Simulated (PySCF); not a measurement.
A structure optimised at PBE0-D3(BJ)/def2-SVP, used in a PySCF frequency run:

```xyz
7

Y      0.0000     0.0000     0.0000
O      2.0275     0.0000     0.0000
H      2.9828     0.0000     0.0000
O     -1.0138    -1.7559     0.0000
H     -1.4914    -2.5832     0.0000
O     -1.0138     1.7559     0.0000
H     -1.4914     2.5832     0.0000
```
Charge 0, spin multiplicity 1.

Write its SMILES, formula and point group.

[OH][Y]([OH])[OH], H₃O₃Y, D3h

What are its rotational constants (standard atomic weights)?

4.5079, 4.5079, 2.2540 GHz
